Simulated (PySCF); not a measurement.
NO3, SMILES [O]N([O])[O] (connectivity only; charge and spin as stated), neutral, multiplicity 2.

Coordinates come from a B3LYP-D3(BJ)/def2-TZVP optimisation.

Computed with TDA-PBE0/def2-SVPD (PySCF).

Vertical excitations; the highest root listed may be one member of a degenerate set. 

```tsv
state	energy (eV)	λ (nm)	f	main pairs
root 1	1.57	787	0.000	β HOMO−2→LUMO (degenerate set)
root 2	1.57	787	0.000	β HOMO−3→LUMO (degenerate set)
root 3	2.32	534	0.016	α HOMO−1→LUMO, β HOMO−1→LUMO (degenerate set)
root 4	2.32	534	0.016	α HOMO−2→LUMO, β HOMO→LUMO (degenerate set)
root 5	5.08	244	0.000	α HOMO−1→LUMO, β HOMO−2→LUMO+1 (degenerate set)
root 6	5.08	244	0.000	α HOMO−2→LUMO, β HOMO−3→LUMO+1 (degenerate set)
root 7	5.32	233	0.000	α HOMO→LUMO 99 %
root 8	5.33	233	0.000	β HOMO→LUMO+1 (degenerate set)
root 9	5.33	233	0.000	β HOMO−1→LUMO+1 (degenerate set)
root 10	7.11	174	0.000	α HOMO−3→LUMO 98 %
```
Unrestricted roots are not spin-pure.
